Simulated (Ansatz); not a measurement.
CH₅Si, doublet, geometry from GFN2-xTB of the parent state (the spin is typed, not shown lowest); HF/aug-cc-pVDZ (Ansatz, a program for electronic structure).

Ansatz was given this input:
Ansatz 0.2 input:
```yaml
crystal:
  periodic: [false, false, false]
  atoms:
    - {symbol: C, position_ang: [-1.19476327, -0.17728813, -0.00476788]}
    - {symbol: Si, position_ang: [0.65173023, 0.09563058, 0.00161264]}
    - {symbol: H, position_ang: [-1.69142313, 0.43023253, -0.76799749]}
    - {symbol: H, position_ang: [-1.45326107, -1.22436311, -0.19855561]}
    - {symbol: H, position_ang: [-1.64389183, 0.09463170, 0.95500504]}
    - {symbol: H, position_ang: [1.23079025, 1.43340636, 0.03633281]}
    - {symbol: H, position_ang: [1.60214217, -1.00900686, -0.01875446]}
basis:
  gaussian:
    orbitals: aug-cc-pVDZ
hamiltonian:
  xc: hf
magnetization: {spin_polarized: true, initial_magnetization: 1}
```

**Question.** Predict the main parts of the log of this Ansatz run.

**Answer.** 
```
Functional definition: HF
1048 factors; their error is unknown
mean field evaluation 1: about -8968.1808 eV, gradient 1.8e1 eV
mean field evaluation 2: about -8969.7759 eV, gradient 7.1e0 eV
mean field evaluation 4: about -8970.1084 eV, gradient 4.3e-1 eV
mean field evaluation 8: about -8970.4331 eV, gradient 2.1e-1 eV
mean field -8970.43331195 eV, -329.6573438361 hartree, gradient 1.4e-5 eV, S^2 0.767714; 0 other end points of the search recorded, 0 dependent functions left out
reference -8970.43331195 eV, -329.6573438361 hartree; 13, 12 occupied and 82, 83 virtual orbitals, 1048 factors
Total energy: -8970.43331195 eV, -329.6573438361 hartree
```
